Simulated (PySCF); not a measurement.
# Telling isomers of C$_{4}$H$_{15}$NSi$_{2}$ apart by NMR

No solvent, relativity neglected, one averaged value for each set of equivalent atoms, a single conformation. NMR shieldings at PBE0/pcSseg-1/GIAO; GFN2-xTB structure; PySCF 2.14.

Chemical shifts δ = σref − σ; TMS for 1H and 13C, all at this level. Where no couplings were computed, multiplicities follow the n + 1 count of equivalent neighbours, and m marks all less simple cases (inequivalent or close neighbours, rings, F or P nearby). Shifts are as computed. Against solution values, carbons near 30 ppm lie about +3 ppm off and those near 130 ppm about +5 ppm. Of 1309 compounds with measured shifts, 239 miss one by over three times the rms of a fit or turn the order of signals round; such compounds aren't used in these exercises. OH and NH positions are gas-phase values without hydrogen bonding to other molecules.

(1) Tabulate the signals of `CC(C)(C)N[SiH2][SiH3]`, `CN(C)CC([SiH3])[SiH3]` and their relative energies.

(2) What is the quickest way to tell CC(C)(C)N[SiH2][SiH3] from CN(C)CC([SiH3])[SiH3]?

Results:

(1) 
```tsv
SMILES	carbon types	δC	δH	E rel. (kcal/mol)
CC(C)(C)N[SiH2][SiH3]	1×C 3×CH3	50.7, 33.4	5.06 (q, 2H), 3.33 (t, 3H), 1.25 (s, 9H), -0.30 (br s, 1H)	0.0
CN(C)CC([SiH3])[SiH3]	1×CH 1×CH2 2×CH3	59.1, 46.0, 3.8	3.82 (d, 6H), 2.26 (s, 6H), 2.20 (d, 2H), 0.89 (m, 1H)	24.3
```

Energies are electronic energies at PBE0/pcSseg-1 on these geometries, without zero-point or thermal terms, each for the one conformer computed, which needn't be the lowest.

(2) Count the carbon signals: 2 against 3. The first has a fully substituted sp3 carbon bonded to N (C) at 50.7 ppm, the second an sp3 CH2 bonded to N at 59.1 ppm. In the proton spectra the most deshielded non-exchanging signals are 5.06 (q, 2H) and 3.82 (d, 6H).
